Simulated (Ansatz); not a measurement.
C3H9BClN, singlet, geometry from GFN2-xTB; PBE/pcseg-1 (Ansatz, an electronic-structure program).

Ansatz was given this input:
Ansatz 0.2 input:
```yaml
crystal:
  periodic: [false, false, false]
  atoms:
    - {symbol: B, position_ang: [-0.31160147, -1.18632652, -0.00180347]}
    - {symbol: Cl, position_ang: [1.37210426, -1.51639693, -0.22785419]}
    - {symbol: H, position_ang: [-1.07433418, -2.06538647, -0.12949519]}
    - {symbol: N, position_ang: [-0.73030287, 0.08776486, 0.33139539]}
    - {symbol: C, position_ang: [-2.12532410, 0.42680202, 0.51646695]}
    - {symbol: C, position_ang: [0.16326371, 1.22579515, 0.48879807]}
    - {symbol: C, position_ang: [0.29026816, 2.04275669, -0.79543292]}
    - {symbol: H, position_ang: [-2.43321088, 1.19784583, -0.19326002]}
    - {symbol: H, position_ang: [-2.29162587, 0.80328772, 1.52974814]}
    - {symbol: H, position_ang: [-2.74274683, -0.45397582, 0.36336541]}
    - {symbol: H, position_ang: [-0.21391182, 1.85801571, 1.29930470]}
    - {symbol: H, position_ang: [1.14955456, 0.85225174, 0.77045126]}
    - {symbol: H, position_ang: [-0.67189293, 2.44569442, -1.10306992]}
    - {symbol: H, position_ang: [0.97633664, 2.87073801, -0.63868269]}
    - {symbol: H, position_ang: [0.67693975, 1.41543216, -1.59458352]}
basis:
  gaussian:
    orbitals: pcseg-1.json
hamiltonian:
  xc: pbe
```
The basis file holds pcseg-1 in the JSON format of the Basis Set Exchange.

Output, abridged:

```
Functional definition: PBE
1531 factors; their error is unknown
mean field evaluation 1: about -17919.9257 eV, gradient 7.6e1 eV
mean field evaluation 2: about -17881.4793 eV, gradient 1.4e2 eV
mean field evaluation 4: about -17934.6719 eV, gradient 9.6e0 eV
mean field evaluation 8: about -17934.8621 eV, gradient 2.1e-1 eV
mean field evaluation 16: about -17934.7580 eV, gradient 5.7e-4 eV
mean field -17934.75803596 eV, -659.0902012058 hartree, gradient 6.4e-5 eV, S^2 0.000000; 0 other end points of the search recorded, 0 dependent functions left out
reference -17934.75807586 eV, -659.0902026722 hartree; 28, 28 occupied and 105, 105 virtual orbitals, 1531 factors
Total energy: -17934.75807586 eV, -659.0902026722 hartree
```
